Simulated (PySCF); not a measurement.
H4BrClGeN2 (SMILES [NH2][Ge]([NH2])([Cl])[Br]), singlet, at a GFN2-xTB geometry, with bond 9-3 at 2.4 times its length; CASSCF(8,7)/STO-3G (PySCF).

The PySCF input:
```python
from pyscf import gto, scf, mcscf
import numpy

mol = gto.Mole()
mol.atom = '''
    N    -1.550684   -1.490410   -0.342504
    Ge   -0.099771   -0.551960    0.188432
    N     1.332300   -1.631753   -0.058992
    Cl   -0.455016    0.076137    2.184859
    Br    0.369537    1.283872   -1.126569
    H    -1.553078   -1.827551   -1.294235
    H    -2.461382   -1.117829   -0.117391
    H     1.285804   -2.530590    0.397500
    H     3.538359   -0.681927    0.279524
'''
mol.basis = 'sto-3g'
mol.charge = 0
mol.spin = 0
mol.verbose = 4
mol.build()

mf = scf.RHF(mol)
mf.kernel()
mc = mcscf.CASSCF(mf, 7, 8)
mc.fix_spin_(ss=0.0)
mc.kernel()
occ = numpy.linalg.eigvalsh(mc.fcisolver.make_rdm1(mc.ci, mc.ncas, mc.nelecas))[::-1]
ss = mc.fcisolver.spin_square(mc.ci, mc.ncas, mc.nelecas)[0]
print('natural occupations', occ.round(4), ' <S^2>', round(ss, 4))
```

### Question
What does PySCF print? Leave out banner, timings and long lists.

### Answer

```
PySCF version 2.14.0

[INPUT] verbose = 4
[INPUT] num. atoms = 9
[INPUT] num. electrons = 102
[INPUT] charge = 0
[INPUT] spin (= nelec alpha-beta = 2S) = 0
[INPUT] symmetry False subgroup None
[INPUT] Mole.unit = angstrom
[INPUT] Symbol           X                Y                Z      unit          X                Y                Z       unit  Magmom
[...]
nuclear repulsion = 806.990450702242
number of shells = 31
number of NR pGTOs = 177
number of NR cGTOs = 59
basis = sto-3g
ecp = {}

******** <class 'pyscf.scf.hf.RHF'> ********
method = RHF
initial guess = minao
damping factor = 0
level_shift factor = 0
DIIS = <class 'pyscf.scf.diis.CDIIS'>
diis_start_cycle = 1
diis_space = 8
diis_damp = 0
SCF conv_tol = 1e-09
SCF conv_tol_grad = None
SCF max_cycles = 50
direct_scf = True
direct_scf_tol = 1e-13
Set gradient conv threshold to 3.16228e-05
Initial guess from minao.
init E= -5154.0825483187
[...]
cycle= 1 E= -5160.31624292381  delta_E= -6.23  |g|= 0.578  |ddm|= 3.81
[...]
cycle= 2 E= -5160.19669113503  delta_E= 0.12  |g|= 0.815  |ddm|= 2.68
[...]
cycle= 3 E= -5160.59091412802  delta_E= -0.394  |g|= 0.091  |ddm|= 1.71
[...]
cycle= 4 E= -5160.5987360736  delta_E= -0.00782  |g|= 0.031  |ddm|= 0.291
[...]
cycle= 5 E= -5160.599801202  delta_E= -0.00107  |g|= 0.0165  |ddm|= 0.118
[...]
cycle= 6 E= -5160.60020247158  delta_E= -0.000401  |g|= 0.00795  |ddm|= 0.0655
[...]
cycle= 7 E= -5160.60042371789  delta_E= -0.000221  |g|= 0.00629  |ddm|= 0.0581
[...]
cycle= 8 E= -5160.60061152403  delta_E= -0.000188  |g|= 0.00229  |ddm|= 0.0783
[...]
cycle= 9 E= -5160.60064308825  delta_E= -3.16e-05  |g|= 0.0009  |ddm|= 0.0386
[...]
cycle= 10 E= -5160.60064498727  delta_E= -1.9e-06  |g|= 0.000121  |ddm|= 0.00969
[...]
cycle= 11 E= -5160.6006450137  delta_E= -2.64e-08  |g|= 2.65e-05  |ddm|= 0.00131
[...]
cycle= 12 E= -5160.60064501464  delta_E= -9.36e-10  |g|= 5.46e-06  |ddm|= 0.000167
[...]
Extra cycle  E= -5160.60064501466  delta_E= -2.27e-11  |g|= 2.75e-06  |ddm|= 1.71e-05
converged SCF energy = -5160.60064501466

******** <class 'pyscf.mcscf.mc1step.CASSCF'> ********
CAS (4e+4e, 7o), ncore = 47, nvir = 5
max_cycle_macro = 50
max_cycle_micro = 4
conv_tol = 1e-07
conv_tol_grad = None
orbital rotation max_stepsize = 0.02
orbital rotation threshold for CI restart = 0.01
augmented hessian ah_max_cycle = 30
augmented hessian ah_conv_tol = 1e-12
augmented hessian ah_linear dependence = 1e-14
augmented hessian ah_level shift = 1e-08
augmented hessian ah_start_tol = 2.5
augmented hessian ah_start_cycle = 3
augmented hessian ah_grad_trust_region = 3
kf_trust_region = 3
kf_interval = 4
ci_response_space = 4
ci_grad_trust_region = 3
with_dep4 0
natorb = False
canonicalization = True
sorting_mo_energy = False
ao2mo_level = 2
internal_rotation = False
******** <class 'pyscf.fci.addons.SpinPenaltyFCISolver'> ********
max. cycles = 50
conv_tol = 1e-08
davidson only = True
linear dependence = 1e-12
level shift = 0.001
max iter space = 12
nroots = 1
pspace_size = 400
spin = None
CASCI E = -5160.78237589943  S^2 = 0.0000000
Set conv_tol_grad to 0.000316228
macro iter   1 ( 21 JK    4 micro), CASSCF E = -5160.80207920013  dE = -1.97033007e-02  S^2 = 0.0000000
               |grad[o]|=  0.1  |grad[c]|=0.0368  |ddm|=0.0614  |maxRot[o]|=0.256
macro iter   2 ( 21 JK    4 micro), CASSCF E = -5160.80518043631  dE = -3.10123618e-03  S^2 = 0.0000000
               |grad[o]|=0.0336  |grad[c]|=0.0122  |ddm|=0.022  |maxRot[o]|=0.134
macro iter   3 ( 21 JK    4 micro), CASSCF E = -5160.80738650553  dE = -2.20606922e-03  S^2 = 0.0000000
               |grad[o]|=0.0179  |grad[c]|=0.0192  |ddm|=0.0213  |maxRot[o]|=0.141
macro iter   4 ( 17 JK    4 micro), CASSCF E = -5160.80829511868  dE = -9.08613148e-04  S^2 = 0.0000000
               |grad[o]|=0.0124  |grad[c]|=0.0286  |ddm|=0.0205  |maxRot[o]|=0.101
macro iter   5 ( 17 JK    4 micro), CASSCF E = -5160.80869091965  dE = -3.95800975e-04  S^2 = 0.0000000
[...]
               |grad[o]|=0.000702  |grad[c]|=0.00151  |ddm|=0.00334  |maxRot[o]|=0.0518
macro iter  33 (  7 JK    2 micro), CASSCF E = -5160.81794635860  dE = -2.01360399e-05  S^2 = 0.0000000
               |grad[o]|=0.000797  |grad[c]|=0.00057  |ddm|=0.00379  |maxRot[o]|=0.0538
macro iter  34 (  7 JK    2 micro), CASSCF E = -5160.81796211177  dE = -1.57531695e-05  S^2 = 0.0000000
               |grad[o]|=0.000641  |grad[c]|=0.00162  |ddm|=0.00257  |maxRot[o]|=0.0441
macro iter  35 (  7 JK    2 micro), CASSCF E = -5160.81797684195  dE = -1.47301753e-05  S^2 = 0.0000000
               |grad[o]|=0.000671  |grad[c]|=0.000426  |ddm|=0.00292  |maxRot[o]|=0.0452
macro iter  36 (  7 JK    2 micro), CASSCF E = -5160.81798948148  dE = -1.26395335e-05  S^2 = 0.0000000
               |grad[o]|=0.000555  |grad[c]|=0.0012  |ddm|=0.00226  |maxRot[o]|=0.0399
macro iter  37 (  7 JK    2 micro), CASSCF E = -5160.81800088811  dE = -1.14066315e-05  S^2 = 0.0000000
               |grad[o]|=0.000515  |grad[c]|=0.000521  |ddm|=0.00234  |maxRot[o]|=0.0396
macro iter  38 (  7 JK    2 micro), CASSCF E = -5160.81800992441  dE = -9.03630007e-06  S^2 = 0.0000000
               |grad[o]|=0.000402  |grad[c]|=0.000752  |ddm|=0.00165  |maxRot[o]|=0.0326
macro iter  39 ( 17 JK    4 micro), CASSCF E = -5160.81797165507  dE =  3.82693370e-05  S^2 = 0.0000000
               |grad[o]|=0.000465  |grad[c]|=0.00624  |ddm|=0.00977  |maxRot[o]|=0.108
macro iter  40 ( 21 JK    4 micro), CASSCF E = -5160.81797817266  dE = -6.51758819e-06  S^2 = 0.0000000
               |grad[o]|=0.00126  |grad[c]|=0.00148  |ddm|=0.00106  |maxRot[o]|=0.018
macro iter  41 (  7 JK    2 micro), CASSCF E = -5160.81799197612  dE = -1.38034593e-05  S^2 = 0.0000000
               |grad[o]|=0.000393  |grad[c]|=0.000678  |ddm|=0.00218  |maxRot[o]|=0.0383
macro iter  42 (  7 JK    2 micro), CASSCF E = -5160.81800422282  dE = -1.22466936e-05  S^2 = 0.0000000
               |grad[o]|=0.000265  |grad[c]|=0.000888  |ddm|=0.00229  |maxRot[o]|=0.0435
macro iter  43 (  7 JK    2 micro), CASSCF E = -5160.81801260926  dE = -8.38644064e-06  S^2 = 0.0000000
               |grad[o]|=0.000294  |grad[c]|=0.000421  |ddm|=0.0017  |maxRot[o]|=0.0332
macro iter  44 (  7 JK    2 micro), CASSCF E = -5160.81801988508  dE = -7.27582574e-06  S^2 = 0.0000000
               |grad[o]|=0.000333  |grad[c]|=0.000274  |ddm|=0.00139  |maxRot[o]|=0.032
macro iter  45 ( 12 JK    3 micro), CASSCF E = -5160.81800558826  dE =  1.42968192e-05  S^2 = 0.0000000
               |grad[o]|=0.000386  |grad[c]|=0.00122  |ddm|=0.00199  |maxRot[o]|=0.0363
macro iter  46 ( 21 JK    4 micro), CASSCF E = -5160.81801093244  dE = -5.34417541e-06  S^2 = 0.0000000
               |grad[o]|=0.000726  |grad[c]|=0.00117  |ddm|=0.000754  |maxRot[o]|=0.0272
macro iter  47 (  7 JK    2 micro), CASSCF E = -5160.81802113129  dE = -1.01988508e-05  S^2 = 0.0000000
               |grad[o]|=0.000313  |grad[c]|=0.000291  |ddm|=0.00151  |maxRot[o]|=0.0363
macro iter  48 (  7 JK    2 micro), CASSCF E = -5160.81802782979  dE = -6.69850033e-06  S^2 = 0.0000000
               |grad[o]|=0.000218  |grad[c]|=0.000186  |ddm|=0.00129  |maxRot[o]|=0.0323
macro iter  49 ( 12 JK    3 micro), CASSCF E = -5160.81801724791  dE =  1.05818744e-05  S^2 = 0.0000000
               |grad[o]|=0.000246  |grad[c]|=0.000638  |ddm|=0.00116  |maxRot[o]|=0.0351
macro iter  50 ( 21 JK    4 micro), CASSCF E = -5160.81802015938  dE = -2.91146262e-06  S^2 = 0.0000000
               |grad[o]|=0.000556  |grad[c]|=0.00104  |ddm|=0.000532  |maxRot[o]|=0.0163
1-step CASSCF not converged,  50 macro (581 JK 136 micro) steps
CASSCF canonicalization
Density matrix diagonal elements [1.97828643 1.98279838 1.99013778 1.22852931 0.78292073 0.02335708
 0.01397029]
CASSCF energy = -5160.81802015938
CASCI E = -5160.81802015938  E(CI) = -10.0317075779876  S^2 = 0.0000000
natural occupations [1.9981 1.9861 1.981  1.2281 0.7721 0.0224 0.0122]  <S^2> 0.0
```

The run did not converge; its last values are not results.
